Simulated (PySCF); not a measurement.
FNa, triplet, at the geometry of the source list (a higher spin typed on purpose: for a closed-shell molecule this is an excited state). Base run: PBE/def2-SVP in PySCF.

Here is a job for PySCF.
```python
from pyscf import gto, scf, dft

mol = gto.M(
    atom='''
Na   -0.468200   -0.386100   -0.632500
F     0.468200    0.386100    0.632500
''',
    basis='def2-svp',
    charge=0,
    spin=2,
    verbose=5,
)

mf = dft.UKS(mol)
mf.xc = 'pbe'
mf.kernel()
```

Variants of this job, named by their change:

```
change                                           ΔE vs base (µEh)  fitting functions  dipole (D)        outcome
-----------------------------------------------  ----------------  -----------------  ----------  -------------
base                                                          0.0                  -        2.22      converged
auxbasis = cc-pvqz-jkfit                                        -                  -           -  input refused
auxbasis = even-tempered beta=1.6                            -1.3                421        2.22      converged
auxbasis = even-tempered beta=3.0                            -335                195        2.22      converged
auxbasis = cc-pvtz-jkfit                                        -                  -           -  input refused
auxbasis = def2-tzvp-ri                                     -3729                175        2.22      converged
auxbasis = even-tempered beta=2.0                           -39.9                287        2.22      converged
auxbasis = cc-pvtz-ri                                       -1728                203        2.22      converged
auxbasis = default (with mf = mf.density_fit())              -153                105        2.28      converged
auxbasis = autoaux                                          -23.3                273        2.22      converged
```

A fitting set is made for a task (jfit for Coulomb, jkfit for Coulomb and exchange, ri for correlation) and for a family of orbital bases.

Open shells are given as the SCF converged; they aren't shown to be the lowest states, and a large step between rows can be another state.

- auxbasis = cc-pvqz-jkfit: ended with `pyscf.lib.exceptions.BasisNotFoundError: Basis set not found for Na in cc-pvqz-jkfit`
- auxbasis = cc-pvtz-jkfit: ended with `pyscf.lib.exceptions.BasisNotFoundError: Basis set not found for Na in cc-pvtz-jkfit`
